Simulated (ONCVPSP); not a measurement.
## u(r) = r·R(r): atom against pseudo-atom (S (Z = 16))

Columns: radius, all-electron u(r) and pseudo u(r) of the 2s shell (level -216.80 eV) of sulfur in the configuration [He] 2s2 2p6 3s2 3p3.5; PBEsol, scalar-relativistic, ONCV scheme, ONCVPSP 4.0.1.

```csv
r (bohr),all-electron,pseudo
0.045,-0.6968,0.2672
0.090,-0.4718,0.5237
0.135,0.0332,0.7594
0.180,0.5415,0.9654
0.225,0.9517,1.1356
0.270,1.2394,1.2656
0.315,1.4132,1.3536
0.360,1.4934,1.4001
0.405,1.5023,1.4080
0.450,1.4609,1.3820
0.495,1.3853,1.3276
0.540,1.2888,1.2515
0.585,1.1815,1.1604
0.630,1.0702,1.0602
0.675,0.9599,0.9565
0.720,0.8541,0.8537
0.765,0.7549,0.7553
0.810,0.6635,0.6637
0.855,0.5802,0.5801
0.900,0.5054,0.5053
0.945,0.4388,0.4387
0.990,0.3798,0.3797
1.035,0.3279,0.3278
1.080,0.2824,0.2823
1.125,0.2427,0.2426
1.170,0.2082,0.2081
```

(1) How many radial nodes do the two functions have?

(2) At about which radius was the pseudo-wave matched?

(3) Where does each function peak?

(4) Is the pseudo-wave norm-conserving?

Answers

(1) The all-electron 2s function has n − l − 1 = 1; the pseudo-wave has 0, since the states of the same l below it are removed with the core.

(2) 0.90 bohr. The columns agree to 0.0005 from 0.72 bohr on; several derivatives are matched, so the curves merge somewhat inside the radius.

(3) Outermost all-electron maximum near 0.41 bohr, pseudo maximum near 0.41 bohr (to the table’s step).

(4) Yes: the ONCV scheme keeps the norm inside the radius equal to the all-electron one, which fixes the energy derivative of the logarithmic derivative at the level.
